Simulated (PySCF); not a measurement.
Two species compared at the same levels of theory.

First species: C3H12SSi3.
Z-matrix (Å and degrees, GFN2-xTB geometry), rows numbered from 1:
```
C 
C   1  1.3216
C   2  1.4881  1  124.31
Si  3  1.9164  2  110.26  1   -95.43
Si  4  2.3160  3  109.46  2    61.20
S   5  2.1716  4  111.27  3    59.48
Si  6  2.1344  5  104.43  4    71.94
H   1  1.0780  2  121.55  3    -1.82
H   1  1.0766  2  122.05  3   178.78
H   2  1.0827  1  120.17  3  -177.80
H   3  1.0912  2  109.85  1    24.29
H   3  1.0904  2  110.08  1   142.91
H   4  1.4689  3  108.91  2   -59.80
H   4  1.4731  3  107.13  2  -174.44
H   5  1.4583  4  117.38  3   -55.01
H   5  1.4663  4  113.99  3   177.96
H   7  1.4597  6  108.48  5   -63.33
H   7  1.4514  6  103.63  5   176.61
H   7  1.4583  6  108.62  5    56.48
```

Second species: C3H12SSi3.
Numbering: `[CH2:1]=[CH:2][SiH2:3][CH2:4][SiH2:5][S:6][SiH3:7]` (hydrogens: H8, H9 on C1; H10 on C2; H11, H12 on Si3; H13, H14 on C4; H15, H16 on Si5; H17, H18, H19 on Si7)

Geometry (GFN2-xTB, Å), atoms numbered from 1 in this order:
```xyz
19
C3H12SSi3 angstrom
C     -2.5430    1.6714   -0.2532
C     -2.9692    0.5113    0.2210
Si    -2.1966   -1.1696   -0.1261
C     -0.5189   -0.9863   -0.9973
Si     0.8457   -0.2691    0.0891
S      2.5712   -0.0418   -1.1903
Si     4.1450    0.3665    0.1945
H     -1.6779    1.7392   -0.8931
H     -3.0315    2.6082   -0.0286
H     -3.8473    0.5137    0.8566
H     -3.1067   -1.9555   -0.9730
H     -2.0075   -1.8665    1.1536
H     -0.1980   -1.9664   -1.3504
H     -0.6335   -0.3741   -1.8916
H      0.5465    1.0542    0.6313
H      1.2221   -1.1691    1.1782
H      4.3373   -0.8085    1.0365
H      3.7662    1.5138    1.0104
H      5.2862    0.6378   -0.6599
```

Levels: PBE0/pcSseg-1 for dipole moment, HOMO energy, LUMO energy and HOMO–LUMO gap; GFN2-xTB for rotational constant A and rotational constant C. Geometries: GFN2-xTB. Each structure is a single optimised conformer of the isolated species, non-relativistic unless stated. Electronic properties by PySCF.

Dipoles, sizes and rotational constants follow the conformer. The torsions of the flexible species, by atom-mapped SMILES:
- `[CH2:1]=[CH:2][CH2:3][SiH2:4][SiH2:5][S:6][SiH3:7]`: C1–C2–C3–Si4 -95°, C2–C3–Si4–Si5 61°, C3–Si4–Si5–S6 59°, Si4–Si5–S6–Si7 72°
- `[CH2:1]=[CH:2][SiH2:3][CH2:4][SiH2:5][S:6][SiH3:7]`: C1–C2–Si3–C4 10°, C2–Si3–C4–Si5 70°, Si3–C4–Si5–S6 -176°, C4–Si5–S6–Si7 -168°

**Question.** Which of the two has the higher LUMO energy, and by how much?

**Answer.** The second: -0.47 eV against -0.67 eV, a difference of 0.20 eV.

**Question.** Which of the two has the higher HOMO energy, and by how much?

**Answer.** The first: -7.11 eV against -7.18 eV, a difference of 0.07 eV.

**Question.** Which has the higher rotational constant A?

**Answer.** The second: 2.878 GHz against 1.851 GHz, a difference of 1.027 GHz.

**Question.** Which of the two has the higher dipole moment, and by how much?

**Answer.** The first: 1.71 D against 1.26 D, a difference of 0.45 D.

**Question.** Which has the higher HOMO–LUMO gap?

**Answer.** The second: 6.71 eV against 6.44 eV, a difference of 0.27 eV.

**Question.** Which has the higher rotational constant C?

**Answer.** The first: 0.577 GHz against 0.417 GHz, a difference of 0.160 GHz.

On the first: The dipole equals about 5.7 × 10⁻³⁰ C·m (1 D = 3.33564 × 10⁻³⁰ C·m).

On the second: In atomic units the dipole is 0.50 e·bohr (1 au = 2.5417 D). A dipole of 1.26 D is allowed in C1, and pure rotational transitions are dipole-allowed.
